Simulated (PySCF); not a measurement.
Fractional electron number in C²⁺ (carbon, charge +2)

The 2s beta orbital of [He] 2s2 is emptied in steps (occupation f), with all orbitals relaxed, ending at [He] 2s1. All numbers are calculated (PySCF 2.14, no relativity, point nucleus, in def2-TZVP (5s3p2d1f, 31 functions)). The exact energy is a straight line in f; departures are measured from the line between the end points of the same method.

Among UHF, LDA, PBE0, LC-wPBE, BHandHLYP, B3LYP, which shows the largest delocalisation error (convex curve), and which is closest to linear?

Most convex: LDA (-1.649 eV at f = 0.5); closest to linear: UHF (0.073 eV).

```
   f  UHF (eV)  LDA (eV)  PBE0 (eV)  LC-wPBE (eV)  BHandHLYP (eV)  B3LYP (eV)
   1     0.000     0.000      0.000         0.000           0.000       0.000
0.75     0.057    -1.259     -0.928        -0.353          -0.641      -1.017
 0.5     0.073    -1.649     -1.216        -0.455          -0.862      -1.345
0.25     0.053    -1.201     -0.890        -0.330          -0.662      -1.000
   0     0.000     0.000      0.000         0.000           0.000       0.000
```

```json
{"method": "UHF", "E(f=0) − E(f=1) (eV)": "45.776", "−ε at f=1 (eV)": "46.091", "−ε at f=0.5 (eV)": "45.766"}
{"method": "LDA", "E(f=0) − E(f=1) (eV)": "46.936", "−ε at f=1 (eV)": "40.144", "−ε at f=0.5 (eV)": "47.085"}
{"method": "PBE0", "E(f=0) − E(f=1) (eV)": "47.036", "−ε at f=1 (eV)": "42.027", "−ε at f=0.5 (eV)": "47.133"}
{"method": "LC-wPBE", "E(f=0) − E(f=1) (eV)": "47.201", "−ε at f=1 (eV)": "45.264", "−ε at f=0.5 (eV)": "47.268"}
{"method": "BHandHLYP", "E(f=0) − E(f=1) (eV)": "47.021", "−ε at f=1 (eV)": "43.610", "−ε at f=0.5 (eV)": "46.971"}
{"method": "B3LYP", "E(f=0) − E(f=1) (eV)": "47.224", "−ε at f=1 (eV)": "41.766", "−ε at f=0.5 (eV)": "47.267"}
```

Reference removal energy between the ground levels: 47.888 eV (measured; NIST Atomic Spectra Database, ionization energies). UHF lacks correlation.
